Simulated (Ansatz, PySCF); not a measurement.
Zr(F)(SH)3 (FH3S3Zr), SMILES [F][Zr]([SH])([SH])[SH], multiplicity 1.

Geometry optimised at B3LYP-D3(BJ)/def2-SVP. The multiplicity is an assumed one; no other spin state was optimised. The structure was generated by enumeration; whether it is a known compound was not checked. The def2 effective core potentials stand for the cores of Zr; spin–orbit coupling is left out. The values are those of a single conformer.

Vertical ionisation energy (IE) and electron affinity (EA) in eV. Rows of orbital energies are one-electron estimates. Where ΔSCF, EOM or ADC give a negative EA the extra electron is unbound and the value depends on the basis.

```tsv
level	IE	EA
−ε(HOMO), −ε(LUMO), r2SCAN/def2-TZVP (PySCF)	6.97	2.94
−ε(HOMO), −ε(LUMO), PBE/def2-TZVP (PySCF)	6.68	3.06
ΔSCF, PBE0/def2-SVPD (Ansatz), final states of multiplicity 2 and 2	9.61	0.83
ΔSCF, PBE/def2-SVPD (Ansatz), final states of multiplicity 2 and 2	9.20	0.61
```

Problem. What vertical singlet–triplet gap does ΔSCF give with PBE0/def2-SVPD (Ansatz, a program for electronic structure) and with PBE/def2-SVPD (Ansatz)? (The exact figures need the calculation; the answer reports its results.)

Solution. 3.88 and 3.68 eV (triplet above singlet where positive).
